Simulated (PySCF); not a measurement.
Input file for PySCF: R-M06-2X/def2-TZVPP on GeH3N (SMILES [NH2][GeH]), a point of a torsion scan.

```python
from pyscf import gto, dft

mol = gto.M(
    atom='''
    N    -0.62131055   -0.04579643   -0.15394247
    Ge    0.97640277   -0.88147805   -0.33250920
    H    -1.40928269   -0.48236240    0.30117524
    H    -0.73694328    0.95589126   -0.10116424
    H     1.81175760    0.53680268   -0.30455764
    ''',
    basis='def2-tzvpp',
    charge=0, spin=0, verbose=4, max_memory=1800)
mf = dft.RKS(mol, xc='m062x').density_fit(auxbasis='def2-universal-jkfit')
mf.grids.level = 4
mf.conv_tol = 1e-9
mf.max_cycle = 150
mf.kernel()
mf.dip_moment()
```

Output:

```
PySCF version 2.14.0

[INPUT] verbose = 4
[INPUT] num. atoms = 5
[INPUT] num. electrons = 42
[INPUT] charge = 0
[INPUT] spin (= nelec alpha-beta = 2S) = 0
[INPUT] symmetry False subgroup None
[INPUT] Mole.unit = angstrom
[INPUT] Symbol           X                Y                Z      unit          X                Y                Z       unit  Magmom
[INPUT]  1 N     -0.621310550000  -0.045796430000  -0.153942470000 AA   -1.174106777803  -0.086542710183  -0.290909107239 Bohr   0.0
[INPUT]  2 Ge     0.976402770000  -0.881478050000  -0.332509200000 AA    1.845133822567  -1.665752099316  -0.628351321898 Bohr   0.0
[INPUT]  3 H     -1.409282690000  -0.482362400000   0.301175240000 AA   -2.663158316190  -0.911532828788   0.569138719100 Bohr   0.0
[INPUT]  4 H     -0.736943280000   0.955891260000  -0.101164240000 AA   -1.392620968539   1.806372686265  -0.191172707200 Bohr   0.0
[INPUT]  5 H      1.811757600000   0.536802680000  -0.304557640000 AA    3.423725668099   1.014410048133  -0.575530528744 Bohr   0.0

nuclear repulsion = 98.6897881823707
number of shells = 45
number of NR pGTOs = 194
number of NR cGTOs = 121
basis = def2-tzvpp
ecp = {}


******** <class 'pyscf.df.df_jk.DFRKS'> ********
method = DFRKS
initial guess = minao
damping factor = 0
level_shift factor = 0
DIIS = <class 'pyscf.scf.diis.CDIIS'>
diis_start_cycle = 1
diis_space = 8
diis_damp = 0
SCF conv_tol = 1e-09
SCF conv_tol_grad = None
SCF max_cycles = 150
direct_scf = False
XC library pyscf.dft.libxc version 7.1.2
    S. Lehtola, C. Steigemann, M. J. T. Oliveira, and M. A. L. Marques,  SoftwareX 7, 1–5 (2018)
XC functionals = m062x
    Y. Zhao and D. G. Truhlar,  Theor. Chem. Acc. 120, 215 (2008)
    Y. Zhao and D. G. Truhlar,  Theor. Chem. Acc. 120, 215 (2008)
radial grids:
    Treutler-Ahlrichs [JCP 102, 346 (1995); DOI:10.1063/1.469408] (M4) radial grids

becke partition: Becke, JCP 88, 2547 (1988); DOI:10.1063/1.454033
pruning grids: <function nwchem_prune>
grids dens level: 4
symmetrized grids: False
atomic radii adjust function: <function treutler_atomic_radii_adjust>
small_rho_cutoff = 0
Set gradient conv threshold to 3.16228e-05
Initial guess from minao.
tot grids = 105192
******** <class 'pyscf.df.df.DF'> ********
auxbasis = def2-universal-jkfit
init E= -2132.82815907827
  HOMO = -0.230118567436314  LUMO = -0.0786812032925397  gap/eV = 4.12082
cycle= 1 E= -2133.51630458473  delta_E= -0.688  |g|= 0.459  |ddm|= 1.76
  HOMO = -0.278011536618051  LUMO = -0.0326284800879293  gap/eV = 6.67721
cycle= 2 E= -2133.50368083482  delta_E= 0.0126  |g|= 0.535  |ddm|= 0.512
  HOMO = -0.275589618349173  LUMO = -0.0333484275201172  gap/eV = 6.59172
cycle= 3 E= -2133.54642469721  delta_E= -0.0427  |g|= 0.0602  |ddm|= 0.266
  HOMO = -0.276792809427889  LUMO = -0.0317615232139374  gap/eV = 6.66764
cycle= 4 E= -2133.54708492862  delta_E= -0.00066  |g|= 0.0237  |ddm|= 0.0435
  HOMO = -0.277748184544855  LUMO = -0.0321286193172554  gap/eV = 6.68365
cycle= 5 E= -2133.54717605527  delta_E= -9.11e-05  |g|= 0.00234  |ddm|= 0.0147
  HOMO = -0.277372765822946  LUMO = -0.0318698010552083  gap/eV = 6.68048
cycle= 6 E= -2133.54717795734  delta_E= -1.9e-06  |g|= 0.000613  |ddm|= 0.00453
  HOMO = -0.277442724376918  LUMO = -0.0319540516453642  gap/eV = 6.68009
cycle= 7 E= -2133.54717809835  delta_E= -1.41e-07  |g|= 0.000124  |ddm|= 0.00134
  HOMO = -0.277433357141959  LUMO = -0.0319351348624792  gap/eV = 6.68035
cycle= 8 E= -2133.54717810816  delta_E= -9.81e-09  |g|= 3.48e-05  |ddm|= 0.000342
  HOMO = -0.277434425679274  LUMO = -0.0319368030166487  gap/eV = 6.68033
cycle= 9 E= -2133.54717810941  delta_E= -1.25e-09  |g|= 9.29e-06  |ddm|= 0.0001
  HOMO = -0.277434866550855  LUMO = -0.0319376223578587  gap/eV = 6.68032
cycle= 10 E= -2133.5471781096  delta_E= -1.89e-10  |g|= 4.76e-06  |ddm|= 4.01e-05
  HOMO = -0.277434584663006  LUMO = -0.0319372594946756  gap/eV = 6.68032
Extra cycle  E= -2133.54717810962  delta_E= -1.96e-11  |g|= 2.07e-06  |ddm|= 8.6e-06
converged SCF energy = -2133.54717810962
Dipole moment(X, Y, Z, Debye): -1.17430,  0.49364,  0.61811
```

The calculation finished and met its thresholds.

Cost: very roughly 10 core-seconds.
